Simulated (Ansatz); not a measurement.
A search over several starts for the lowest SCF solution of SnTe2 at the given spin, in a small basis.

```yaml
crystal:
  periodic: [false, false, false]
  atoms:
    - {symbol: Sn, position_ang: [-0.278710, -1.407643, -1.029084]}
    - {symbol: Te, position_ang: [-1.037791, 1.222974, 0.123218]}
    - {symbol: Te, position_ang: [1.316491, 0.184669, 0.905867]}
basis:
  gaussian: {orbitals: def2-SVP, initial_orbitals: start.molden}
magnetization: {spin_polarized: true, initial_magnetization: 2}
hamiltonian: {xc: pbe0, dispersion: d4}
output: {orbitals: {seedname: orbitals}}
```

The file start.molden holds the orbitals of an earlier run on this structure, at another level or in another basis.

```sh
$ ansatz run in.yaml --threads 4 --pin off --events-out ev --progress --plain --max-ram 3916MiB
```

Output, abridged:

```
Functional definition: PBE0
1008 factors; integrals over basis functions are off by at most 1.8e-4 eV
mean field evaluation 1: about -20419.8890 eV, gradient 3.3e0 eV
mean field evaluation 2: about -20419.9518 eV, gradient 6.8e-2 eV
mean field evaluation 4: about -20420.0087 eV, gradient 6.3e-4 eV
mean field evaluation 8: about -20419.8595 eV, gradient 2.9e0 eV
mean field evaluation 16: about -20420.0087 eV, gradient 8.4e-3 eV
mean field -20420.00866113 eV, -750.4214771176 hartree, gradient 1.2e-5 eV, S^2 2.005961; 2 other end points of the search recorded, 0 dependent functions left out
reference -20420.00868284 eV, -750.4214779153 hartree; 36, 34 occupied and 42, 44 virtual orbitals, 1008 factors
Total energy: -20420.15854319 eV, -750.4269851816 hartree
```

It took 2.5 s on 4 threads of Arm Neoverse V2 on a shared host.

In the def2 sets Sn, Te take a core potential; there is no spin–orbit coupling. At PBE0-D4/def2-TZVP a singlet of charge 0 lies 0.97 eV below the triplet, each at its own geometry. The structure comes from a short search, and lower isomers may exist.
